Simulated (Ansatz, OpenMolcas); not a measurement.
**Worked example: vertical energy of the triplet above the singlet of CH6NPSi (SMILES C1NP[SiH2]1)**

CH6NPSi has 10 atoms, charge 0, and is taken as a singlet. SMILES: `C1NP[SiH2]1`. Geometry: relaxed at PBE0-D4/def2-TZVP.

Both states at this one shape; open shells run unrestricted unless said. 1 Eh = 27.2114 eV.

| level | program | singlet CH6NPSi (Eh) | triplet CH6NPSi (Eh) |
| --- | --- | --- | --- |
| BHLYP/def2-SVP | Ansatz | -726.946072 | -726.770059 |
| wB97M-V/def2-SVP | Ansatz | -726.918852 | -726.740989 |
| CCSD(T)/def2-SVP, open shells restricted, 12 core orbitals frozen | OpenMolcas | -725.768939 | -725.592668 |

Problem. Work out the vertical gap, second state less first, at each level.

Solution. 
1. BHLYP/def2-SVP: -726.770059 − (-726.946072) = 0.176013 Eh = 4.79 eV.
2. wB97M-V/def2-SVP: -726.740989 − (-726.918852) = 0.177863 Eh = 4.84 eV.
3. CCSD(T)/def2-SVP, open shells restricted: -725.592668 − (-725.768939) = 0.176271 Eh = 4.80 eV.

No measured value is set beside it here; the levels span 4.79 to 4.84 eV.
